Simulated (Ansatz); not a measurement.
Total energies of MgSe2 from Ansatz at PBE0-D4/def2-TZVP, gas phase (1 Eh = 27.2114 eV = 2625.5 kJ/mol). The reference geometry is relaxed at PBE-D4/def2-TZVP.

```csv
atom,x (Å),y (Å),z (Å)
Mg1,1.0662,0.0159,-0.8044
Se2,0.2403,0.1102,1.4297
Se3,-1.3065,-0.1261,-0.6253
```

```csv
state,geometry,energy (Eh)
charge 0 singlet,reference,-5002.55299
charge 1 doublet,reference,-5002.28652
charge 0 triplet,relaxed at PBE-D4/def2-TZVP,-5002.55683
charge 0 quintet,relaxed at PBE-D4/def2-TZVP,-5002.47026
```

Problem. Work out the vertical ionisation energy to the doublet.

Solution. E(charge 1 doublet) − E(charge 0 singlet) = -5002.28652 − (-5002.55299) = 0.26647 Eh = 7.25 eV. For comparison, −ε of the highest occupied level is 5.33 eV at this level, 1.92 eV less.

Problem. Which of the charge 0 states is lowest, and how far above it are the others?

Solution. The triplet, but by less than the method's error, so the order isn't settled. singlet: -5002.55299 − (-5002.55683) = 0.00384 Eh = 10.1 kJ/mol; quintet: -5002.47026 − (-5002.55683) = 0.08657 Eh = 227.3 kJ/mol.

The structure comes from a short search, and lower isomers may exist.
